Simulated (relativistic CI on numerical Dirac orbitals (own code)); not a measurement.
# Mo³⁺: 3d photoemission

Computed with this model: Dirac-Coulomb-Breit CI, separate exchange-only KLI orbitals for each configuration, QED by a radiative potential, valence Slater integrals scaled by 0.8, multiplet model of photoemission in the sudden approximation; configurations [Kr] 4d3 → [Ar] 3d9 4s2 4p6 4d3; 300 K; Lorentzian 0.21 eV and Gaussian 0.5 eV FWHM. Energies are those of the free ion, without screening or charge transfer. The energies are binding energies and can lie tens of eV above those of solids. S is read from ⟨S²⟩ = S(S + 1).

Field parameters in Wybourne normalisation: D4h B²₀ = −7Ds, B⁴₀ = 21(Dq − Dt), B⁴₄ = 21√(5/14) Dq; Oh B⁴₀ = 21Dq, B⁴₄ = √(5/14) B⁴₀; Td as Oh with Dq negative (B⁴₀ = 21Dq, B⁴₄ = √(5/14) B⁴₀). The field is a parameter set, without covalency.

Peaks in eV (height, largest 100): 270.7 (100), 273.9 (61).

Question: Which surroundings give this spectrum?
A. Oh, 10Dq = 10650 cm⁻¹
B. D4h, 10Dq = 23450, Ds = -1370, Dt = -230 cm⁻¹
C. Td, 10Dq = -11600 cm⁻¹
D. D4h, 10Dq = 35150, Ds = -1250, Dt = -40 cm⁻¹

Answer: C. Td, 10Dq = -11600 cm⁻¹, where the ground state has S = 1.36.
